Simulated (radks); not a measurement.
Values are calculated unless marked as measured or tabulated.
Initial-state core-level shifts of neutral rhenium when its valence configuration changes from [Xe] 4f14 5d5 6s2. Level of theory: scalar-relativistic Kohn-Sham, LDA (Slater exchange, Perdew-Wang correlation), spin-polarised, spherical densities, finite nucleus; open shells are filled with parallel spins first (spin-orbit coupling, left out, can overturn this in heavy ions); Fermi nuclear charge, rms radius 5.3698 fm (a radial shooting solver on a logarithmic mesh with Libxc functionals). Shifts are changes of the shell-averaged eigenvalues in eV (positive: less bound); the change of the density at the nucleus, which sets a Mossbauer isomer shift, is in e/bohr^3, on a base of 1.642e+06.

valence,1s,2s,3p,5s,density at nucleus
4f13.5 5d5.5 6s2,-5.100,-5.542,-6.282,-2.107,+50.2
4f14 5d5 6s1 6p1,-1.414,-1.405,-1.410,-1.408,-72.3
4f13 5d5.5 6s2 6p0.5,-12.415,-13.368,-14.867,-6.244,+118.7
4f14 5d6 6s1,+2.044,+2.135,+2.113,+2.060,-90.3
4f13 5d6 6s2,-10.307,-11.211,-12.725,-4.172,+101.4
4f13.5 5d6 6s1.5,-3.962,-4.355,-5.108,-0.975,+1.0
4f14 5d4.5 6s2 6p0.5,-2.135,-2.183,-2.165,-2.117,+18.1
4f14 5d3 6s2 6p2,-8.772,-9.001,-8.895,-8.590,+77.4
4f12 5d5 6s2 6p2,-30.132,-32.274,-35.333,-16.916,+286.1
